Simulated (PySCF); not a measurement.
**Telling isomers of C6H9NO apart by NMR**

PySCF 2.14.0 with density-fitted response routines calculation with GIAO PBE0/pcSseg-1 shieldings and geometry from GFN2-xTB; one computed conformer, no solvent, no relativistic terms, equivalent nuclei averaged.

Chemical shifts δ = σref − σ; $^{1}$H (31.72 ppm), $^{13}$C (186.93 ppm) vs TMS, all at this level. Where no couplings were computed, multiplicities follow the n + 1 count of equivalent neighbours, and m marks all less simple cases (inequivalent or close neighbours, rings, F or P nearby). Shifts are as computed. Against solution values, carbons near 30 ppm lie about +3 ppm off and those near 130 ppm about +5 ppm. Of 1211 compounds with measured shifts, 218 miss one by over three times the rms of a fit or turn the order of signals round; such compounds aren't used in these exercises.

(1) Tabulate the signals of `CN(C=O)[C@H]1[C@@H]2C[C@@H]21`, `CCOC/C=C\C#N` and their relative energies.

(2) What is the quickest way to tell CN(C=O)[C@H]1[C@@H]2C[C@@H]21 from CCOC/C=C\C#N?

Answers

(1) 
```tsv
SMILES	carbon types	δC	δH	E rel. (kcal/mol)
CN(C=O)[C@H]1[C@@H]2C[C@@H]21	4×CH 1×CH2 1×CH3	162.7, 54.6, 30.9, 21.9, 4.7	8.12 (s, 1H), 3.00 (s, 3H), 2.16 (m, 2H), 1.84 (m, 1H), 1.21 (m, 1H), 0.21 (m, 1H)	10.3
CCOC/C=C\C#N	1×C 2×CH 2×CH2 1×CH3	167.8, 120.0, 107.7, 74.8, 70.3, 18.0	7.00 (m, 1H), 5.53 (d, 1H), 4.75 (d, 2H), 3.55 (q, 2H), 1.32 (t, 3H)	0.0
```

Energies are electronic energies at PBE0/pcSseg-1 on these geometries, without zero-point or thermal terms, each for the one conformer computed, which needn't be the lowest.

(2) Count the carbon signals: 5 against 6. The first has a three-membered-ring carbon (CH) at 4.7 ppm, the second a nitrile carbon (C) at 120.0 ppm. Their most deshielded carbons lie at 162.7 and 167.8 ppm. In the proton spectra the most deshielded non-exchanging signals are 8.12 (s, 1H) and 7.00 (m, 1H).
